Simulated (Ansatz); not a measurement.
Geometry optimisation, RKS PBE0-D4/def2-SVP (Ansatz 0.2.0).

Input:

```yaml
crystal:
  periodic: [false, false, false]
  atoms:
    - { symbol: Hf, position_ang: [0.44795, -0.215379, -0.485583] }
    - { symbol: O, position_ang: [-0.618471, -0.346188, 2.5857] }
    - { symbol: H, position_ang: [-1.090296, -1.177668, 2.712432] }
    - { symbol: Cl, position_ang: [1.998969, -0.406135, -2.202508] }
    - { symbol: Cl, position_ang: [-0.258641, 1.998654, -0.348265] }
    - { symbol: Cl, position_ang: [-1.189973, -1.863066, -0.735555] }
    - { symbol: H, position_ang: [1.444465, -0.64265, 1.009477] }
    - { symbol: H, position_ang: [0.325698, -0.615468, 2.502102] }
basis:
  gaussian: { orbitals: def2-SVP }
hamiltonian:
  xc: pbe0
  dispersion: d4
relax:
  f_tol: 0.03
  max_steps: 50
```

Run as:

```bash
$ ansatz run input.yaml --threads 2 --pin off --max-ram 3072MiB --backend cpu --events-out ev --progress --plain --runs-dir out
```

Where does it end, and by what steps?

It converged. The force dipped under the threshold on the way, but the program's further checks kept it going. After 11 steps the energy has fallen by 0.664 eV; O2 moved furthest, 0.62 Å. Joined: Hf1–O2 (3.25 → 2.31 Å).

```
step  energy less start (eV)  largest force component (eV/Å)  accepted
   0                  0.0000                           0.846       yes
   1                 -0.1075                           1.402       yes
   2                 -0.2737                           1.708       yes
   3                 -0.5157                           1.538       yes
   4                 -0.6139                           0.595       yes
   5                 -0.6402                           0.248       yes
   6                 -0.6481                           0.415       yes
   7                 -0.6620                           0.045       yes
   8                 -0.6630                           0.030       yes
   9                 -0.6636                           0.021       yes
  10                 -0.6639                           0.040       yes
  11                 -0.6640                           0.020       yes
```

```xyz
8
Properties=species:S:1:pos:R:3
Hf 0.394 -0.227 -0.146
O -0.439 -0.463 2.000
H -1.146 -1.113 2.119
Cl 1.700 -0.491 -2.065
Cl -0.217 2.038 -0.129
Cl -1.245 -1.936 -0.437
H 1.827 -0.525 0.965
H 0.186 -0.551 2.732
```

Whether the end is a true minimum wasn't checked by a vibrational analysis.

The run took 32 s on 2 threads of Intel(R) Xeon(R) 6975P-C (Granite Rapids) (shared host), peak memory 0.31 GiB.
